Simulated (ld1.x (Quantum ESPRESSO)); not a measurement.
**An all-electron radial function and its pseudo partner (P (Z = 15))**

Columns: radius, all-electron u(r) and pseudo u(r) of the 3p shell (level -5.48 eV) of phosphorus in the configuration [Ne] 3s2 3p3; PBEsol, scalar-relativistic, ultrasoft scheme, ld1.x (Quantum ESPRESSO) 7.5.

```
r (bohr)  all-electron   pseudo
   0.123        0.1687  -0.0105
   0.245        0.2899  -0.0408
   0.368        0.2728  -0.0894
   0.490        0.1711  -0.1519
   0.613        0.0328  -0.2252
   0.735       -0.1101  -0.3032
   0.858       -0.2439  -0.3824
   0.980       -0.3593  -0.4570
   1.103       -0.4561  -0.5244
   1.225       -0.5329  -0.5807
   1.348       -0.5916  -0.6253
   1.470       -0.6331  -0.6568
   1.593       -0.6603  -0.6765
   1.715       -0.6749  -0.6851
   1.838       -0.6793  -0.6849
   1.960       -0.6754  -0.6778
   2.083       -0.6648  -0.6654
   2.205       -0.6493  -0.6493
   2.328       -0.6296  -0.6296
   2.450       -0.6073  -0.6073
   2.573       -0.5828  -0.5828
   2.695       -0.5572  -0.5572
   2.818       -0.5306  -0.5306
   2.940       -0.5040  -0.5040
   3.063       -0.4772  -0.4772
   3.185       -0.4510  -0.4510
```

(1) How many radial nodes do the two functions have?

(2) At about which radius was the pseudo-wave matched?

(3) Is the pseudo-wave norm-conserving?

Answers

(1) The all-electron 3p function has n − l − 1 = 1; the pseudo-wave has 0, since the states of the same l below it are removed with the core.

(2) 2.25 bohr, where the columns begin to agree (steps of 0.12 bohr).

(3) No, it belongs to an ultrasoft set: the norm inside the radius is not constrained, and the difference is carried by the augmentation charge.
